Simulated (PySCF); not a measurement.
# Excitation energy of Mg by level of theory

Mg [Ne] 3s2 (1S) → Mg [Ne] 3p2 (3P), as a difference of total energies. Calculation: PySCF 2.14, in x2c-QZVPPall with one added diffuse shell each of s, p, d, f type (10s7p6d3f, 82 functions); scalar relativity by spin-free X2C-1e. Correlated levels: valence: [Ne] frozen; valence and next inner shell: 1s2 frozen. The calculations carry no spin-orbit coupling.

**Question.** Order these methods by the excitation energy they give, lowest first.
A. CAM-B3LYP
B. SCS-MP2 (valence and next inner shell)
C. MP2 (valence)
D. PBE0

**Answer.** D (51928 cm⁻¹), C (54924 cm⁻¹), A (56795 cm⁻¹), B (57897 cm⁻¹).

Errors of the correlated levels include the incompleteness of this basis and the frozen core.

For comparison: 57854 cm⁻¹ (measured; NIST levels, between the centres of gravity of the two terms).
